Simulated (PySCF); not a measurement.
A side-by-side comparison of computed properties.

First species: C3H10Cl2O2Si2.
Numbering: `[CH3:1][O:2][Si@@H:3]([CH2:4][Cl:5])[Si@@H:6]([OH:7])[CH2:8][Cl:9]` (hydrogens: H10, H11, H12 on C1; H13 on Si3; H14, H15 on C4; H16 on Si6; H17 on O7; H18, H19 on C8)

Second species: C3H12ClNSi4.
Cartesian coordinates in Å at the GFN2-xTB level; atoms count from 1:
```xyz
21
C3H12ClNSi4 angstrom
C     -2.6940    3.1504   -0.1082
C     -2.3285    2.0320    0.1462
Si    -1.6731    0.3444    0.5559
Si    -2.4455   -1.0365   -1.1439
Cl    -1.4902   -2.8281   -0.9349
Si     0.6300    0.3684    0.9362
Si     1.5092   -1.4036    2.1476
N      1.2519    0.2495   -0.6727
C      2.6465    0.0468   -0.9774
H     -3.0300    4.1230   -0.3307
H     -2.3732    0.0241    1.8198
H     -2.1235   -0.5836   -2.5011
H     -3.8719   -1.3679   -1.1648
H      1.0125    1.6551    1.5853
H      2.8699   -1.1668    2.6486
H      1.5730   -2.6524    1.3863
H      0.6789   -1.6606    3.3283
H      0.7971    0.7781   -1.4030
H      2.7536   -0.4502   -1.9440
H      3.0861   -0.5906   -0.2122
H      3.2125    0.9854   -1.0071
```

Levels: PBE0/pcSseg-1 for HOMO energy, LUMO energy and HOMO–LUMO gap. Geometries: GFN2-xTB. Each species is one conformer at its optimised geometry, gas phase, non-relativistic unless stated; the electronic structure was computed with PySCF and density fitting.

The conformers computed, where there is a choice (atom-mapped SMILES and torsion angles):
- `[CH:1]#[C:2][Si@@H:3]([SiH2:4][Cl:5])[Si@@H:6]([SiH3:7])[NH:8][CH3:9]`: C2–Si3–Si4–Cl5 170°, C2–Si3–Si6–Si7 159°, Si3–Si6–N8–C9 -171°

The conformers of `CO[Si@@H](CCl)[Si@@H](O)CCl` aren't listed.

Values for the first species:

- HOMO energy: -7.67 eV
- LUMO energy: -0.72 eV
- HOMO–LUMO gap: 6.95 eV

(1) Estimate the same properties for the second species, and the change in each.

## Answers

(1) 
| property | first | second | second less first |
| --- | --- | --- | --- |
| HOMO energy | -7.67 eV | -6.80 eV | +0.87 eV |
| LUMO energy | -0.72 eV | -1.16 eV | -0.44 eV |
| HOMO–LUMO gap | 6.95 eV | 5.64 eV | -1.31 eV |

